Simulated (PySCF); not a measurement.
# Strontium: highly charged ions in a basis for the neutral atom

Sr⁹⁺ [Ar] 3d10 4s1, Sr¹⁰⁺ [Ar] 3d10. Computed with PySCF 2.14 in aug-cc-pVDZ-X2C (7s6p4d, 45 functions), with scalar relativity by spin-free X2C-1e. No spin-orbit coupling, so a gap to NIST mixes the basis error with missing relativistic terms.

Changed run: basis of the neutral atom used for a highly charged ion. This setting is unsound on purpose.

```
species  method  sound run (hartree)  changed run (hartree)  converged
   Sr⁹⁺     UHF              not run            -3153.31990        yes
   Sr⁹⁺     LDA              not run            -3150.59616        yes
   Sr⁹⁺    BP86              not run            -3155.19989        yes
  Sr¹⁰⁺     UHF              not run            -3146.92561        yes
  Sr¹⁰⁺     LDA              not run            -3144.11100        yes
  Sr¹⁰⁺    BP86              not run            -3148.73813        yes
```

Ionisation energy of Sr⁹⁺:

```
method  changed run (eV)     NIST (eV)
   UHF            174.00  177.3 ± 0.06
   LDA            176.47  177.3 ± 0.06
  BP86            175.83  177.3 ± 0.06
```

The contracted functions were made for the neutral atom and can be too rigid for a highly charged ion.
